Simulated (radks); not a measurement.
Valence configurations of the neon ion Ne+ (all share [He]). Method: Dirac Kohn-Sham, PBE, spin-unpolarised, spherical densities, point nucleus; open shells are shared between the two j in proportion to 2j + 1; computed with a radial shooting solver on a logarithmic mesh with Libxc functionals. Energies are relative to 2s2 2p5; eigenvalues in eV.

| valence | E (eV) | e(2p1/2) | e(2p3/2) | e(2s1/2) |
|---|---|---|---|---|
| 2s2 2p5 | 0.000 | -32.352 | -32.234 | -55.648 |
| 2s1 2p6 | 23.407 | -32.494 | -32.376 | -55.855 |
| 2s1.5 2p5.5 | 11.696 | -32.421 | -32.303 | -55.749 |

NIST lists [He] 2s2 2p5 as the ground configuration; this level of theory agrees among the configurations tried. The energies are those of spherical spin-averaged densities, not of single terms.
